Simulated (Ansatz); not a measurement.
Two members of one family (Same ligands, another metal), computed with Ansatz in the gas phase. The two geometries come from different levels. HOMO and LUMO are taken over both spins. Binding counts from free atoms in the multiplicity of their measured ground term, without zero-point energy. Singlets are spin-restricted. The structures are stationary points that may keep the symmetry of their start. Remarks come from the PBE and PBE0 runs and from stability tests at other levels; not every state was tested. HOMO above LUMO (over both spins in singlets and doublets, within one spin in higher multiplets; at PBE or PBE0), or a gap under 0.15 eV within one spin, warns that the state may not be the lowest or that an electron is smeared out.

First: CoF2 (quartet, charge 0, r2SCAN-D4/def2-TZVP geometry).

```xyz
3

Co    0.0000    0.0000    0.0000
F    -0.9983   -1.3597   -0.3375
F     0.9983    1.3597    0.3375
```

```tsv
level	HOMO (eV)	LUMO (eV)	gap (eV)	binding per atom (eV)
PBE-D4/def2-SVP	-5.23	-4.94	0.29	3.51
r2SCAN-D4/def2-TZVPD	-6.77	-5.32	1.45	3.34
PBE0-D4/def2-TZVP	-8.94	-3.98	4.96	3.21
r2SCAN0-D4/def2-TZVP	-9.30	-3.69	5.61	3.17
CAM-B3LYP-D4/def2-TZVP	-10.62	-3.08	7.55	3.31
```

Metal–donor distances: 2 × F 1.72 Å. Remarks: spin-contaminated (⟨S²⟩ up to 1.75) (doublet).

Second: CrF2 (quintet, charge 0, B3LYP-D4/def2-TZVP geometry).

```xyz
3

Cr   -0.045    0.422    0.068
F     1.063   -0.308    1.249
F    -1.019   -0.114   -1.317
```

Task: Estimate the same table for the second.

Result: 
| level | HOMO (eV) | LUMO (eV) | gap (eV) | binding per atom (eV) |
| --- | --- | --- | --- | --- |
| PBE-D4/def2-SVP | -5.20 | -4.52 | 0.68 | 3.52 |
| r2SCAN-D4/def2-TZVPD | -6.06 | -4.67 | 1.40 | 3.33 |
| PBE0-D4/def2-TZVP | -7.47 | -3.14 | 4.33 | 3.18 |
| r2SCAN0-D4/def2-TZVP | -7.84 | -2.96 | 4.88 | 3.07 |
| CAM-B3LYP-D4/def2-TZVP | -8.93 | -1.81 | 7.13 | 3.41 |

Metal–donor distances: 2 × F 1.78 Å. Remarks: HOMO above LUMO (singlet), restricted SCF unstable (singlet), spin-contaminated (⟨S²⟩ up to 2.98) (triplet).
